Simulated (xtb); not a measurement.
C₃H₁₀O₃Sn, triplet, at the geometry of the source list (GFN-xTB shapes and energies of metal compounds can be far from the true ones) (a higher spin typed on purpose: for a closed-shell molecule this is an excited state), atoms displaced at random by about 0.1 Å a coordinate. Base run: GFN1-xTB (xtb).

The xtb input:
```
$ xtb mol.xyz --gfn 1 --uhf 2 --opt --json

# file mol.xyz
17

C     -1.07717678    -1.58616573    -0.73544576
C     -0.96974500    -0.33427384     0.01993860
C     -1.79016521     0.86881652    -0.64296897
Sn     1.12416957     0.33797844     0.81675689
O      2.27423874    -0.04005661    -0.79668802
O      2.16197491    -0.82148703     2.25990021
O      1.46578646     2.12229589     1.28246898
H     -0.66954553    -1.38326666    -1.58607710
H     -0.55989936    -2.30651053    -0.01515918
H     -2.06528190    -1.68780913    -0.62686770
H     -1.46616317    -0.33905302     0.98592175
H     -2.49678001     0.94946014    -0.77564601
H     -1.10623474     0.98737792    -1.46112198
H     -1.52529621     1.86919407    -0.19869736
H      3.21509958     0.28927951    -0.64316314
H      2.40657853    -1.39572426     1.74099967
H      1.74625480     2.70736416     0.68742373
```

Variants of this job, named by their change:

```tsv
change	ΔE vs base (mEh)	optimiser steps
base	0.000	52
alpb = toluene	-17.973	52
opt level = lax	0.022	48
opt level = loose	0.203	42
opt level = tight	-0.016	61
opt level = sloppy	0.576	36
opt level = extreme	-0.026	93
alpb = ch2cl2	-22.033	51
opt level = vtight	-0.025	85
engine = lbfgs	-0.009	-
```
